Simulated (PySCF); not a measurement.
Correlation energy of F⁺ (fluorine, charge +1)

[He] 2s2 2p4, high-spin 3P determinant. Calculation: PySCF 2.14, in aug-cc-pCVTZ-DK; the spin-free X2C one-electron Hamiltonian (Gaussian nucleus). Frozen: 1s2; 6 electrons correlated.

MP2 pair energies summed by pair of shells (mhartree):

| pair | energy | share (%) |
| --- | --- | --- |
| 2s-2p | -69.91 | 46.6 |
| 2p-2p | -69.60 | 46.4 |
| 2s-2s | -10.61 | 7.1 |

Total MP2 correlation energy: -150.11 mhartree.

Same-spin part -36.62 and opposite-spin part -113.49 mhartree; SCS-MP2 scales them by 1/3 and 6/5 to -148.40 mhartree.
